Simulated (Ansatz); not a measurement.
Reactions of C3H8BGa, SMILES `[CH3][GaH][B]1CC1`.

Calculated with Ansatz (gas phase, PBE0-D4/def2-TZVP geometries, no zero-point term in ΔE). CBS: MP2 limit from def2 TZ/QZ plus the TZ coupled-cluster correction, frozen cores. This one scheme is used for every species, atoms too. DFT in def2-TZVPP. Open shells (•) are unrestricted, without spin–orbit coupling. Spin–orbit coupling would lower the free atoms: a little for B, C; clearly for Ga. Bonds to Br, Ga are less sure, by a few kJ/mol each and by 10 to 20 or more in all where they break to atoms, as the def2 sets lack core-valence functions. Scalar relativity is left out up to krypton. One conformer a species, not always the lowest.

```
                                                             reaction  CCSD(T)/CBS(def2) (kJ/mol)
                 `[CH3][GaH][B]1CC1` + CH₄ → `CB1CC1` + `[CH3][GaH2]`                          17
                         `[CH3][GaH][B]1CC1` → B• + 3 C• + Ga• + 8 H•                        4676
                `[CH3][GaH][B]1CC1` + HBr → `BrB1CC1` + `[CH3][GaH2]`                           ?
                `[CH3][GaH][B]1CC1` + HCl → `ClB1CC1` + `[CH3][GaH2]`                         -65
                 `[CH3][GaH][B]1CC1` + H–F → `FB1CC1` + `[CH3][GaH2]`                           ?
                 `[CH3][GaH][B]1CC1` + H₂O → `OB1CC1` + `[CH3][GaH2]`                        -100
`[CH3][GaH][B]1CC1` + `[OH][AlH2]` → `[AlH2][O]B1CC1` + `[CH3][GaH2]`                        -106
```

(1) Fill in the missing values. (Best estimate.)

Largest T1 diagnostic: 0.014, for B•.

Answers

(1) Ansatz gave: `[CH3][GaH][B]1CC1` + HBr → `BrB1CC1` + `[CH3][GaH2]`: -61.4 kJ/mol; `[CH3][GaH][B]1CC1` + H–F → `FB1CC1` + `[CH3][GaH2]`: -96.7 kJ/mol.
